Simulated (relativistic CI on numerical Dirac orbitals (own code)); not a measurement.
## What each ingredient does to the levels of Xe³⁸⁺

Base calculation: Dirac-Coulomb-Breit CI, separate exchange-only KLI orbitals for each configuration, a model potential for QED, unscaled Slater integrals.

Configurations in the expansion (outside the closed core [Ne]): 3s2.3p4, 3s.3p5, 3s2.3p3.3d, 3p6, 3s.3p4.3d, 3p5.3d, 3s.3p3.3d2, 3s2.3p2.3d.4p, 3p5.4s, 3s.3p3.3d.4s, 3p5.4p, 3s2.3p3.4s, 3s2.3p3.4p, 3p4.3d.4p, 3s2.3p3.4d, 3s.3p4.4s, 3s2.3p3.4f, 3s.3p4.4p, 3s.3p4.4d, 3s.3p4.4f, 3s2.3p3.5s, 3s2.3p3.5p, 3s2.3p2.4s.4p, 3s2.3p3.5d, 3s2.3p3.5f, 3s2.3p3.5g, 3s.3p3.4s2, 3s.3p4.5s, 3s2.3p2.3d2, 3s2.3p.3d3, 3s.3p2.3d3, 3s2.3p.3d2.4s, 3s2.3p.3d2.4p, 3s2.3p.3d2.4d, 3p4.3d2, 3p3.3d3, 3p3.3d2.4s, 3p3.3d2.4p, 3p3.3d2.4d, 3s2.3p2.3d.4s, 3s.3p2.3d2.4s, 3s2.3p.3d.4s2, 3s2.3p.3d.4s.4p, 3s2.3p.3d.4s.4d, 3p4.3d.4s, 3p3.3d.4s2, 3p3.3d.4s.4p, 3p3.3d.4s.4d, 3s2.3p2.4s2, 3s.3p2.3d.4s2, 3s2.3p.4s2.4p, 3s2.3p.4s2.4d, 3s2.3p2.4p2, 3s2.3p.3d.4p2, 3s.3p2.3d.4p2, 3s2.3p.4s.4p2, 3s2.3p.4p3, 3s2.3p.4p2.4d, 3s.3p3.4s.4p, 3s.3p2.3d.4s.4p, 3s.3p2.4s2.4p, 3s.3p2.4s.4p2, 3s.3p2.4s.4p.4d. Double excitations out of closed p, d and f shells are left out; levels of such configurations are missing from the list, as are those of other unlisted configurations, and high levels can miss mixing partners. These lack a partner that the ground configuration has and come out too high: 3s2.3p3.4f, 3s.3p4.4p, 3s.3p4.4d, 3s.3p4.4f, 3s2.3p3.5s.

The lowest level and the first level of each name with at least 55 % of one term (blank where a level has no safe partner in the second run):

| Level | Base (cm⁻¹) | Shift (cm⁻¹) |
| --- | --- | --- |
| 3s2.3p4 3P_2 | 0 | 0 |
| 3s2.3p4 1S_0 | 104376 | +7398 |
| 3s2.3p4 3P_1 | 610253 | +3788 |
| 3s2.3p4 1D_2 | 666991 | +6817 |
| 3s2.3p4 3P_0 | 1319238 | +18226 |
| 3s2.3p3.3d 3G°_5 | 2060371 | -18345 |
| 3s.3p4.3d 5F_5 | 2853607 |  |

At this charge energies of transitions that change n are usually good to better than 1 %, and those within a shell (Δn = 0) to a few per cent.

One thing was changed in a second run, which moved the levels as shown. Which?
A. one mean potential for all configurations
B. QED terms removed
C. only the first 3 configurations
D. Breit term removed

C. Only the first 3 configurations. With fewer configurations the levels that remain lose their mixing partners.

LS names give the leading component of a level, which can be under half, so a name can repeat, a term be missing and a line seem to break the LS rules.
